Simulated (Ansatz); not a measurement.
C$_{3}$H$_{9}$NOS$_{2}$W (`C[O][W](=[S])(=[S])[N](C)C`). Total charge 0; spin multiplicity 1. W: def2 effective core potential. Geometry: relaxed with PBE0-D4/def2-TZVP. It is one conformer, not always the lowest.

```xyz
17

C     1.734   -2.713    0.449
O     1.026   -1.497    0.424
W     0.056   -0.577   -0.873
S    -1.560   -1.808   -1.534
S     1.349   -0.097   -2.505
N    -0.613    1.027   -0.054
C     0.080    2.303   -0.075
C    -1.898    1.110    0.619
H     2.551   -2.692   -0.278
H     1.065   -3.546    0.212
H     2.145   -2.852    1.451
H    -0.527    3.055   -0.593
H     1.037    2.217   -0.584
H     0.255    2.650    0.950
H    -2.544    1.837    0.113
H    -2.399    0.144    0.623
H    -1.757    1.438    1.655
```

**Question.** What is the dipole moment at PBE/def2-TZVPP? (Best estimate.)

**Answer.** The calculation gave: 3.86 D, with components (0.22, 1.59, 3.52) D in this frame, pointing from negative to positive charge.

**Question.** And with r2SCAN, B3LYP, ωB97M-V? (Estimate.)

**Answer.** Ansatz gave: r2SCAN 4.02 D, B3LYP 3.81 D, ωB97M-V 3.75 D.

**Question.** Give the Mulliken charges with PBE, r2SCAN, B3LYP in def2-TZVPP. (An estimate is asked.)

**Answer.** Computed: 
```
atom    PBE  r2SCAN  B3LYP
  C1  -0.12    0.02  -0.11
  O2  -0.30   -0.38  -0.39
  W3   0.51    0.65   0.67
  S4  -0.26   -0.29  -0.28
  S5  -0.25   -0.28  -0.27
  N6  -0.19   -0.28  -0.27
  C7  -0.14   -0.02  -0.14
  C8  -0.14   -0.02  -0.14
  H9   0.11    0.07   0.11
 H10   0.11    0.07   0.11
 H11   0.11    0.07   0.11
 H12   0.09    0.06   0.10
 H13   0.10    0.07   0.10
 H14   0.09    0.06   0.10
 H15   0.09    0.06   0.10
 H16   0.10    0.07   0.10
 H17   0.09    0.06   0.10
```

B3LYP here is the variant with VWN-RPA as its local correlation; programs differ in this.
